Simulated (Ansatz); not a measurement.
Au2Se. The state is a triplet with charge 0. Geometry r2SCAN-D4/def2-TZVP; atoms count from 1.

```xyz
3

Au    1.467    1.427   -0.530
Au   -1.590   -0.913    1.053
Se    0.123   -0.515   -0.522
```

In the def2 sets Au takes a core potential; there is no spin–orbit coupling. At PBE0-D4/def2-TZVP a singlet of charge 0 lies 1.29 eV below the triplet, each at its own geometry. The structure comes from a short search, and lower isomers may exist.

Question: Estimate the Mulliken populations from the PBE0/def2-TZVP orbitals of Ansatz.

Answer: 
| atom | charge (e) | spin (α − β) | d electrons |
| --- | --- | --- | --- |
| Au1 | 0.12 | 0.49 | 9.67 |
| Au2 | 0.12 | 0.49 | 9.67 |
| Se3 | -0.25 | 1.02 | – |
Mulliken values and Mayer orders depend strongly on the basis.

Question: Where does the spin sit?

Answer: Summed by element: Au 0.98, Se 1.02, of 2 unpaired in all. Largest on single atoms: Se3 1.02, Au1 0.49, Au2 0.49.

Question: And the Mayer bond orders between bonded heavy atoms (over 0.3)?

Answer: Au1–Se3 1.00 (2.36 Å); Au2–Se3 1.00 (2.36 Å).
